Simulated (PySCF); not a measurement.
NICS in isomers of C6H9N3.

Probes without a nucleus sit at each ring's centroid and 1 Å off its mean plane on both sides; NICS is minus the shielding there, NICSzz its component along the normal. Level: GIAO PBE0/pcSseg-1 (PySCF, non-relativistic, gas phase) on the GFN2-xTB geometries, one conformer each. Atom numbers follow the mapped SMILES.

**Question.** Order these rings by mean NICS(1)zz, lowest (most negative) first (ppm).
A. ring C3–N4–C5–N6–C7–N9 in `[CH3:1][CH2:2][c:3]1[n:4][cH:5][n:6][c:7]([CH3:8])[n:9]1`
B. ring C3–N4–C5–C6–N8–N9 in `[CH3:1][CH2:2][c:3]1[n:4][cH:5][c:6]([CH3:7])[n:8][n:9]1`
C. ring N3–N4–C5–C7–N9 in `[CH2:1]=[CH:2][n:3]1[n:4][c:5]([CH3:6])[c:7]([CH3:8])[n:9]1`
D. ring C3–C4–N5–N6–N9 in `[CH2:1]=[CH:2][c:3]1[cH:4][n:5][n:6]([CH2:7][CH3:8])[n:9]1`

**Answer.** D (-30.7), C (-28.3), B (-25.8), A (-23.8).

```tsv
SMILES	ring	NICS(0)	NICS(1)	NICS(1)zz	HOMA	rms pucker (Å)	ring atoms with four or more neighbours
C=Cc1cnn(CC)n1	5-membered ring with 3 N; formal bonds all aromatic	-12.2	-12.6	-30.7	0.97	0.00	0
C=Cn1nc(C)c(C)n1	5-membered ring with 3 N; formal bonds all aromatic	-10.6	-12.2	-28.3	0.94	0.00	0
CCc1ncc(C)nn1	6-membered ring with 3 N; formal bonds all aromatic	-3.7	-10.8	-25.8	0.98	0.00	0
CCc1ncnc(C)n1	6-membered ring with 3 N; formal bonds all aromatic	-4.5	-10.1	-23.8	0.99	0.00	0
```

NICS(0) gives another order. The isotropic NICS(1) gives the same order. HOMA uses Krygowski's 1993 parameters. NICS(1) and NICS(1)zz are means over the two faces.
